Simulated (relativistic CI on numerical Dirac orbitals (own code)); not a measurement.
## Co4+ in a cubic cluster: L2,3 absorption with charge transfer

Computed with a charge-transfer multiplet model of a cubic metal-ligand cluster with up to 3 ligand holes, Slater and spin-orbit integrals from Dirac-Coulomb-Breit ions, Slater integrals scaled by 0.9. The parameters are those of a tetrahedral site (10Dq negative, t2 hopping the larger). The ground state mixes d5 with configurations of k ligand holes L, whose averages lie at kΔ + k(k − 1)U_dd/2; a core hole lowers each added d electron by U_cd. 300 K, Lorentzian 0.4 eV and Gaussian 0.3 eV FWHM.

Atomic integrals in eV (Slater integrals scaled, ζ unscaled), ground: F2dd 12.224, F4dd 7.677, zeta_d 0.080; with the core hole: F2dd 12.888, F4dd 8.096, zeta_d 0.102, zeta_core 9.658, F2cd 7.721, G1cd 5.944, G3cd 3.382.

Cluster parameters (eV): Δ = 0.2, U_cd = 9, 10Dq = -0.15, 10Dq(ligand) = 0, V(eg) = 1.12, V(t2g) = -1.91, final-state hopping factor = 1.

| Case | n_d | d5 | d6L | d7L2 | d8L3 | S |
| --- | --- | --- | --- | --- | --- | --- |
| U_dd = 6.9 eV | 5.43 | 0.61 | 0.36 | 0.03 | 0.00 | 2.50 |
| U_dd = 7.6 eV | 5.42 | 0.62 | 0.35 | 0.03 | 0.00 | 2.50 |
| U_dd = 9.7 eV | 5.39 | 0.63 | 0.35 | 0.02 | 0.00 | 2.50 |

Weights, n_d and S are thermal averages at 300 K. Photon energies count from the first peak over 30 % of the highest in each spectrum, which can be another peak from case to case. The parameters are a model scan and need not match a compound or its usual spin state. Peaks in eV (height, largest 100):
- U_dd = 6.9 eV: 0.0 (100), 2.6 (14), 4.8 (15), 5.8 (13), 7.4 (5), 14.7 (17), 16.4 (24)
- U_dd = 7.6 eV: 0.0 (100), 0.8 (53), 2.8 (12), 5.0 (13), 14.7 (18), 16.6 (24)
- U_dd = 9.7 eV: 0.0 (100), 1.2 (47), 2.8 (7), 4.0 (8), 4.9 (9), 14.8 (17), 16.9 (25)

Curve for U_dd = 6.9 eV (points under 2 left out, the grid thinned):

```json
{"E (eV)": "-2.8", "Intensity": "2.2"}
{"E (eV)": "-2.3", "Intensity": "5.3"}
{"E (eV)": "-1.7", "Intensity": "6.9"}
{"E (eV)": "-1.2", "Intensity": "16.6"}
{"E (eV)": "-0.6", "Intensity": "50.0"}
{"E (eV)": "-0.1", "Intensity": "96.3"}
{"E (eV)": "0.5", "Intensity": "61.0"}
{"E (eV)": "1.0", "Intensity": "41.7"}
{"E (eV)": "1.6", "Intensity": "13.8"}
{"E (eV)": "2.1", "Intensity": "12.4"}
{"E (eV)": "2.7", "Intensity": "13.6"}
{"E (eV)": "3.2", "Intensity": "11.1"}
{"E (eV)": "3.7", "Intensity": "9.3"}
{"E (eV)": "4.3", "Intensity": "12.3"}
{"E (eV)": "4.8", "Intensity": "14.8"}
{"E (eV)": "5.4", "Intensity": "12.7"}
{"E (eV)": "5.9", "Intensity": "12.6"}
{"E (eV)": "6.5", "Intensity": "6.2"}
{"E (eV)": "7.0", "Intensity": "4.7"}
{"E (eV)": "7.6", "Intensity": "4.7"}
{"E (eV)": "8.1", "Intensity": "2.7"}
{"E (eV)": "8.7", "Intensity": "2.1"}
{"E (eV)": "9.2", "Intensity": "2.7"}
{"E (eV)": "9.7", "Intensity": "3.0"}
{"E (eV)": "10.3", "Intensity": "2.8"}
{"E (eV)": "10.8", "Intensity": "3.0"}
{"E (eV)": "11.4", "Intensity": "2.1"}
{"E (eV)": "12.6", "Intensity": "2.0"}
{"E (eV)": "13.2", "Intensity": "2.8"}
{"E (eV)": "13.7", "Intensity": "5.4"}
{"E (eV)": "14.3", "Intensity": "12.5"}
{"E (eV)": "14.8", "Intensity": "16.7"}
{"E (eV)": "15.4", "Intensity": "9.8"}
{"E (eV)": "15.9", "Intensity": "14.4"}
{"E (eV)": "16.4", "Intensity": "23.8"}
{"E (eV)": "17.0", "Intensity": "9.7"}
{"E (eV)": "17.5", "Intensity": "4.7"}
{"E (eV)": "18.1", "Intensity": "4.0"}
{"E (eV)": "18.6", "Intensity": "3.9"}
{"E (eV)": "19.2", "Intensity": "2.9"}
{"E (eV)": "19.7", "Intensity": "2.6"}
{"E (eV)": "20.3", "Intensity": "3.0"}
{"E (eV)": "20.8", "Intensity": "2.7"}
{"E (eV)": "21.4", "Intensity": "3.2"}
{"E (eV)": "21.9", "Intensity": "2.1"}
```

For the case U_dd = 7.6 eV, Δ = 0.2 eV is smaller than U_dd = 7.6 eV, the charge-transfer side of the Zaanen-Sawatzky-Allen scheme. With the core hole the configuration with one ligand hole lies at Δ + U_dd − U_cd = -1.9, -1.2, 0.9 eV from the one without, in the order of the table; where this is negative the screened configuration lies lower, though the effective hopping of about 3.5 eV (from the holes of the mixed ground state) mixes the two strongly wherever it is as large as the gap.
